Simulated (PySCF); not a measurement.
Mapped SMILES: `[BH3-:1][P+:2]([F:3])([F:4])[F:5]` (H(Xn): hydrogen on atom n).

Calculated, not measured (PySCF): coordinates at the PBE0-D3(BJ)/def2-TZVP level, σ from GIAO-B97-2/pcSseg-2. Gas phase, non-relativistic Hamiltonian, single conformer, rapidly exchanging positions averaged.

δ = σ(ref) − σ, references computed at the same level: ¹H vs TMS; BF3·OEt2 for ¹¹B; H3PO4 for ³¹P; ¹⁹F against CFCl3.

```csv
atoms,nucleus,count,δ (ppm)
F3/F4/F5,¹⁹F,3,?
H(B1),¹H,3,1.00
B1,¹¹B,1,-55.9
P2,³¹P,1,?
```

Problem. Estimate the values marked ?.

Solution. 
- P2: 119.2 ppm, phosphorus bonded to B, 3 F
- F3/F4/F5: -61.3 ppm, fluorine bonded to P

Hydrogens on boron are broadened and split by ¹¹B (spin 3/2, 80 %) and 10B (spin 3). Unscaled 19F shifts against computed CFCl3 carry errors that often reach 10 to 50 ppm. Experimental scales use liquid or dissolved standards, which lie at an offset from isolated H3PO4.
